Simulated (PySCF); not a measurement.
# Basis-set dependence of population analyses: CH6B2S

Species: CH6B2S.
Cartesian coordinates in Å at the PBE0-D3(BJ)/def2-SVP level; atoms count from 1:
```
atom  x, y, z in Å
B1    -1.5484   -0.4916    0.1883
B2    -0.7559   -0.0244   -1.1983
S3     0.9643    0.3593   -1.3219
C4     1.6326    0.1333    0.3553
H5    -1.6581   -1.6575    0.5023
H6    -2.0557    0.3128    0.9406
H7    -1.3291    0.0881   -2.2605
H8     1.5096   -0.9072    0.6860
H9     2.7041    0.3701    0.3223
H10    1.1409    0.8129    1.0647
```

PBE0 throughout (PySCF), one geometry, spherical d and f functions. Geometry: PBE0-D3(BJ)/def2-SVP, one conformer, isolated molecule. Atoms taken as equivalent share a column and are averaged.

Mulliken charges (e):

| basis | functions | B1 | B2 | S3 | C4 | H5/H6 | H7 | H8/H9/H10 |
| --- | --- | --- | --- | --- | --- | --- | --- | --- |
| STO-3G | 30 | +0.066 | -0.064 | +0.160 | -0.315 | -0.044 | -0.037 | +0.093 |
| 6-31G | 52 | +0.058 | -0.144 | +0.189 | -0.753 | -0.013 | +0.027 | +0.217 |
| pcSseg-0 | 52 | -0.059 | -0.086 | -0.026 | -0.916 | +0.054 | +0.118 | +0.287 |
| 6-31G* | 72 | -0.029 | -0.080 | +0.086 | -0.701 | +0.013 | +0.036 | +0.220 |
| cc-pVDZ | 90 | -0.026 | -0.038 | -0.015 | -0.211 | +0.007 | +0.003 | +0.091 |
| def2-SVP | 90 | -0.031 | -0.030 | -0.065 | -0.197 | +0.006 | +0.016 | +0.098 |
| pcSseg-1 | 105 | -0.041 | -0.058 | -0.115 | -0.418 | +0.035 | +0.076 | +0.162 |
| aug-cc-pVDZ | 150 | -1.487 | -0.332 | +0.053 | +0.203 | +0.697 | +0.598 | -0.143 |
| 6-311+G(2d,p) | 152 | -0.048 | -0.058 | +0.093 | -0.569 | +0.011 | +0.016 | +0.181 |
| def2-TZVP | 166 | -0.119 | -0.035 | -0.051 | -0.368 | +0.035 | +0.044 | +0.153 |
| cc-pVTZ | 208 | -0.119 | -0.074 | 0.000 | -0.300 | +0.044 | +0.036 | +0.123 |
| IGLO-III | 209 | +0.022 | -0.002 | +0.119 | -0.507 | -0.034 | -0.034 | +0.157 |

IAO charges (e):

```json
{"basis": "STO-3G", "functions": "30", "B1": "-0.029", "B2": "-0.194", "S3": "+0.249", "C4": "-0.486", "H5/H6": "+0.008", "H7": "+0.026", "H8/H9/H10": "+0.139"}
{"basis": "6-31G", "functions": "52", "B1": "-0.074", "B2": "-0.197", "S3": "+0.156", "C4": "-0.524", "H5/H6": "+0.035", "H7": "+0.057", "H8/H9/H10": "+0.171"}
{"basis": "pcSseg-0", "functions": "52", "B1": "-0.082", "B2": "-0.202", "S3": "+0.158", "C4": "-0.520", "H5/H6": "+0.038", "H7": "+0.060", "H8/H9/H10": "+0.170"}
{"basis": "6-31G*", "functions": "72", "B1": "-0.058", "B2": "-0.197", "S3": "+0.177", "C4": "-0.510", "H5/H6": "+0.027", "H7": "+0.050", "H8/H9/H10": "+0.161"}
{"basis": "cc-pVDZ", "functions": "90", "B1": "-0.074", "B2": "-0.205", "S3": "+0.185", "C4": "-0.506", "H5/H6": "+0.033", "H7": "+0.053", "H8/H9/H10": "+0.160"}
{"basis": "def2-SVP", "functions": "90", "B1": "-0.065", "B2": "-0.207", "S3": "+0.191", "C4": "-0.498", "H5/H6": "+0.029", "H7": "+0.050", "H8/H9/H10": "+0.157"}
{"basis": "pcSseg-1", "functions": "105", "B1": "-0.070", "B2": "-0.206", "S3": "+0.185", "C4": "-0.508", "H5/H6": "+0.032", "H7": "+0.053", "H8/H9/H10": "+0.161"}
{"basis": "aug-cc-pVDZ", "functions": "150", "B1": "-0.074", "B2": "-0.204", "S3": "+0.179", "C4": "-0.513", "H5/H6": "+0.034", "H7": "+0.054", "H8/H9/H10": "+0.163"}
{"basis": "6-311+G(2d,p)", "functions": "152", "B1": "-0.072", "B2": "-0.210", "S3": "+0.191", "C4": "-0.522", "H5/H6": "+0.033", "H7": "+0.054", "H8/H9/H10": "+0.164"}
{"basis": "def2-TZVP", "functions": "166", "B1": "-0.073", "B2": "-0.211", "S3": "+0.195", "C4": "-0.525", "H5/H6": "+0.033", "H7": "+0.054", "H8/H9/H10": "+0.164"}
{"basis": "cc-pVTZ", "functions": "208", "B1": "-0.074", "B2": "-0.207", "S3": "+0.188", "C4": "-0.523", "H5/H6": "+0.033", "H7": "+0.054", "H8/H9/H10": "+0.165"}
{"basis": "IGLO-III", "functions": "209", "B1": "-0.073", "B2": "-0.213", "S3": "+0.198", "C4": "-0.526", "H5/H6": "+0.033", "H7": "+0.055", "H8/H9/H10": "+0.165"}
```

Some averages cover members that differ in this geometry, most widely: H8/H9/H10, Mulliken in aug-cc-pVDZ -0.220 to -0.104 e.

Question: Which scheme is steadiest as the basis changes?

Answer: Largest range over the bases for any column: IAO 0.09 e, Mulliken 1.55 e. IAO charges move least and Mulliken charges most, counted in e. Without the minimal STO-3G basis the ranges are IAO 0.04, Mulliken 1.55 e.

Question: How much do the charges still move between the two largest bases, cc-pVTZ and IGLO-III?

Answer: At most, over all atoms: Mulliken 0.207 e, IAO 0.009 e.

Question: What do the same runs give for the total energy, the frontier levels and the dipole moment?

Answer: 
| basis | energy (Eh) | HOMO (eV) | LUMO (eV) | μ (D) |
| --- | --- | --- | --- | --- |
| STO-3G | -483.8510 | -5.10 | 1.56 | 1.39 |
| 6-31G | -489.2503 | -7.70 | -1.65 | 1.73 |
| pcSseg-0 | -488.6473 | -8.00 | -2.03 | 1.74 |
| 6-31G* | -489.2960 | -7.60 | -1.57 | 1.57 |
| cc-pVDZ | -489.3222 | -7.62 | -1.74 | 1.50 |
| def2-SVP | -489.1255 | -7.65 | -1.77 | 1.55 |
| pcSseg-1 | -489.2861 | -7.76 | -1.89 | 1.57 |
| aug-cc-pVDZ | -489.3287 | -7.70 | -1.89 | 1.52 |
| 6-311+G(2d,p) | -489.3535 | -7.69 | -1.88 | 1.55 |
| def2-TZVP | -489.3614 | -7.69 | -1.85 | 1.53 |
| cc-pVTZ | -489.3651 | -7.69 | -1.85 | 1.52 |
| IGLO-III | -489.3636 | -7.67 | -1.87 | 1.53 |

The dipole is fixed by the density alone, so its range of 0.35 D shows that the density itself changes with the basis, not only its division among atoms.
